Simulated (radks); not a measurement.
Values are calculated unless marked as measured or tabulated.
Question: Successive ionisation energies (eV) of one element, from differences of total energies of ions in their ground configurations, starting at charge 0: 7.355, 17.376, 32.199, 49.581, 69.029, 90.205, 161.37, 184.92, 208.53, 243.93. Level of theory: scalar-relativistic Kohn-Sham, r2SCAN, spin-polarised, spherical densities, finite nucleus; open shells are filled with parallel spins first; meta-GGA in the generalised Kohn-Sham scheme; Fermi nuclear charge, rms radius 3.6452 fm (a radial shooting solver on a logarithmic mesh with Libxc functionals). Which element is it?

Answer: Chromium (Z = 24). The first species listed is Cr in [Ar] 3d5 4s1, the last Cr9+ in [Ne] 3s2 3p3.
